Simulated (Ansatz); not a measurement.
CH7NSi2 (`N[SiH]1C[SiH2]1`), relaxed with RKS PBE0-D4/def2-TZVP in Ansatz 0.2.0 from a PBE-D4/def2-SVP geometry. The force threshold is 0.005 eV/Å; the program also tests the step.

Total charge 0; spin multiplicity 1.

Start:

```xyz
11

N    -1.931    0.564    0.018
Si   -0.466   -0.079    0.711
C     0.641   -1.016   -0.526
Si    1.504    0.667   -0.140
H    -2.257    1.476    0.348
H    -2.728   -0.067   -0.111
H    -0.517   -0.702    2.086
H     0.247   -1.135   -1.553
H     1.154   -1.932   -0.179
H     2.793    0.576    0.622
H     1.560    1.647   -1.276
```

Problem. By how much does the energy fall, and how many steps does the optimiser take? (Best estimate.)

Solution. Ansatz gave: 5.53 kJ/mol, in 10 steps.

Problem. Which bonds change most? (An estimate is asked.)

Solution. Ansatz gave: N1–Si2 from 1.744 to 1.712 Å; Si2–Si4 from 2.272 to 2.244 Å; C3–Si4 from 1.930 to 1.906 Å; Si2–H7 from 1.510 to 1.487 Å.

Problem. Give the relaxed structure. (Best estimate.)

Solution. The calculation gave: 
```xyz
11

N    -1.936    0.531    0.075
Si   -0.462   -0.080    0.696
C     0.639   -1.004   -0.526
Si    1.488    0.658   -0.134
H    -2.201    1.485    0.248
H    -2.741   -0.063   -0.043
H    -0.500   -0.715    2.040
H     0.266   -1.106   -1.543
H     1.134   -1.912   -0.187
H     2.757    0.584    0.629
H     1.555    1.624   -1.256
```
